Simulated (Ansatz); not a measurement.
One change: `O[SiH2]OC=S` becomes `[CH3][GeH2][O]C=S`.

Ansatz, PBE0-D4/def2-TZVP geometries, multiplicity 1. Each molecule was computed in one conformer, which needn't be the lowest.

Scalar relativity is left out up to krypton.

```json
{"property": "LUMO energy (ωB97M-V/def2-TZVPP) / eV", "`O[SiH2]OC=S`": "0.46"}
{"property": "HOMO energy (B3LYP/def2-TZVPP) / eV", "`O[SiH2]OC=S`": "-6.45"}
{"property": "HOMO energy (ωB97M-V/def2-TZVPP) / eV", "`O[SiH2]OC=S`": "-8.91"}
{"property": "size of the dipole moment (B3LYP/def2-TZVPP) / D", "`O[SiH2]OC=S`": "3.16"}
{"property": "HOMO–LUMO gap (PBE/def2-TZVPP) / eV", "`O[SiH2]OC=S`": "2.82"}
{"property": "LUMO energy (PBE/def2-TZVPP) / eV", "`O[SiH2]OC=S`": "-2.65"}
```

**Question.** What does the change do to each property? (An estimate is asked.)

**Answer.** The calculation gave: 
| property | `[CH3][GeH2][O]C=S` | shift |
| --- | --- | --- |
| LUMO energy (ωB97M-V/def2-TZVPP) / eV | 0.97 | 0.51 |
| HOMO energy (B3LYP/def2-TZVPP) / eV | -6.06 | 0.39 |
| HOMO energy (ωB97M-V/def2-TZVPP) / eV | -8.49 | 0.42 |
| size of the dipole moment (B3LYP/def2-TZVPP) / D | 5.22 | 2.06 |
| HOMO–LUMO gap (PBE/def2-TZVPP) / eV | 2.96 | 0.14 |
| LUMO energy (PBE/def2-TZVPP) / eV | -2.15 | 0.50 |

With PBE0 the HOMO rises by 0.40 eV and the LUMO rises by 0.50 eV, so the gap widens by about 0.10 eV. PBE moves the HOMO by 0.36 eV and ωB97M-V by 0.42 eV. Dipoles are sizes alone; their direction can turn.

B3LYP here is the variant with VWN-RPA as its local correlation; programs differ in this.
